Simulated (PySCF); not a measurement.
## Be: excitation energy

Be [He] 2s2 (1S) → Be [He] 2p2 (3P), as a difference of total energies. Computed with PySCF 2.14 in def2-TZVPPD, with no relativity, point nucleus. Correlated levels: valence: 1s2 frozen. The calculations carry no spin-orbit coupling.

| method | excitation energy (eV) | error (eV) |
| --- | --- | --- |
| UHF | 6.463 | -0.938 |
| MP2 (valence) | 7.049 | -0.352 |
| SCS-MP2 (valence) | 7.277 | -0.124 |
| CCSD (valence) | 7.486 | +0.085 |

Reference: 7.401 eV (measured; NIST levels, between the centres of gravity of the two terms).

Errors of the correlated levels include the incompleteness of this basis and the frozen core.

With two correlated electrons CCSD is exact in that space.
